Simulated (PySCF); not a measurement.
Species: C3H6Cl2Si.
Geometry (PBE0-D3(BJ)/def2-SVP, Å), atoms numbered from 1 in this order:
```
atom  x, y, z in Å
C1     1.855    0.879    1.044
C2     0.925   -0.036    0.765
C3    -0.247   -0.317    1.632
Cl4   -0.501   -2.101    1.844
Si5   -1.897    0.273    0.908
Cl6   -1.805    2.329    0.672
H7     1.839    1.453    1.976
H8     2.662    1.096    0.339
H9     0.964   -0.592   -0.179
H10   -0.111    0.106    2.639
H11   -2.104   -0.359   -0.421
H12   -2.998   -0.049    1.853
```

The calculation used PySCF, PBE0-D3(BJ)/def2-SVP geometry optimisation, gas phase.

Masses are those of the commonest isotopes; rigid-rotor values at the optimised geometry. The values belong to one conformer with, in the numbering `[CH2:1]=[CH:2][C@H:3]([Cl:4])[SiH2:5][Cl:6]`, C1–C2–C3–Cl4 -135°, C2–C3–Si5–Cl6 -61°.

Question: Give the principal moments of inertia and the rotational constants in MHz.

Answer: Ia = 202.58, Ib = 432.65, Ic = 606.46 u·Å²; 505379 MHz·u·Å²/I gives A = 2495, B = 1168, C = 833.3 MHz.

Question: Classify the top.

Answer: An asymmetric top: κ = (2 × 1168 − 2495 − 833.3)/(2495 − 833.3) = -0.60.

Question: What does the inertial defect say?

Answer: Not planar: Δ = Ic − Ia − Ib = -28.77 u·Å². For a rigid frame Δ = −2 Σ m c², so Σ m c² = 14.38 u·Å² lies off the ab plane: 8.98 from hydrogen and 5.40 from heavier atoms. The atom farthest from that plane is 1.66 Å away.

Question: Give the other two planar moments, Paa and Pbb, and the rms extents of the mass along the axes.

Answer: Paa = Σ m a² = (Ib + Ic − Ia)/2 = 418.27 and Pbb = Σ m b² = (Ia + Ic − Ib)/2 = 188.19 u·Å². With the mass M = 139.96 u, the rms extents √(P/M) along a, b and c are 1.73, 1.16, 0.32 Å.

Question: Where do the levels up to J = 2 lie, in K?

Answer: Above 0(0,0), as E/k:
J = 1: 1(0,1) 0.096, 1(1,1) 0.160, 1(1,0) 0.176
J = 2: 2(0,2) 0.285, 2(1,2) 0.336, 2(1,1) 0.384, 2(2,1) 0.575, 2(2,0) 0.578
Those of J = 1 are B + C, A + C and A + B.

Question: Which types of transition are allowed, and where do some lines up to J = 5 fall?

Answer: The dipole components are |μa| = 0.09 D, |μb| = 0.68 D, |μc| = 0.14 D. Intensities carry the squares of the components, which stand as 0.02 : 1.00 : 0.04 (a : b : c). Some of the stronger lines:

| type | branch | J(Ka,Kc) | MHz | lower level (cm⁻¹) |
| --- | --- | --- | --- | --- |
| b | Q | 3(1,2) ← 3(0,3) | 2729 | 0.392 |
| b | R | 2(1,2) ← 1(0,1) | 4995 | 0.067 |
| b | R | 4(1,3) ← 3(2,2) | 5029 | 0.600 |
| b | Q | 5(1,4) ← 5(0,5) | 5110 | 0.949 |
| b | Q | 3(2,2) ← 3(1,3) | 5519 | 0.416 |
| b | Q | 5(3,2) ← 5(2,3) | 6484 | 1.248 |
| b | Q | 5(2,4) ← 5(1,5) | 7145 | 0.957 |
| b | Q | 3(3,1) ← 3(2,2) | 7503 | 0.600 |
| b | R | 4(1,4) ← 3(0,3) | 7967 | 0.392 |
| b | R | 2(2,1) ← 1(1,0) | 8318 | 0.122 |
| b | R | 5(0,5) ← 4(1,4) | 8733 | 0.657 |
| b | R | 5(1,5) ← 4(0,4) | 9424 | 0.642 |
| b | R | 3(2,1) ← 2(1,2) | 11258 | 0.233 |
| b | Q | 5(5,0) ← 5(4,1) | 13328 | 1.805 |
| b | R | 3(3,0) ← 2(2,1) | 13513 | 0.400 |
| b | R | 5(3,3) ← 4(2,2) | 17035 | 0.891 |
| b | R | 5(2,3) ← 4(1,4) | 17702 | 0.657 |
| b | R | 5(3,2) ← 4(2,3) | 17945 | 0.865 |
| b | R | 4(4,1) ← 3(3,0) | 18469 | 0.850 |
| b | R | 4(4,0) ← 3(3,1) | 18476 | 0.850 |
| b | R | 5(4,2) ← 4(3,1) | 20464 | 1.122 |
| b | R | 5(5,0) ← 4(4,1) | 23463 | 1.466 |

Question: Estimate the classical rotational partition function at 25 K, 298.15 K and 500 K.

Answer: Point group C1, symmetry number σ = 1; q = (√π/σ)·√((kT/h)³/(ABC)), k/h = 20836.6 MHz/K: 13500 at 25 K, 557000 at 298.15 K, 1210000 at 500 K.

No PBE0-D3(BJ)/def2-SVP frequencies stand behind this structure, so it isn't proved a minimum. No vibrational averaging or centrifugal distortion is included, and the geometry carries the error of its method. Quadrupole hyperfine structure (35Cl) is left out.

Hardware: an Arm Neoverse V1 with one thread, shared host. Cost: 46 s wall, 0.53 GiB resident at most. This is the geometry optimisation.
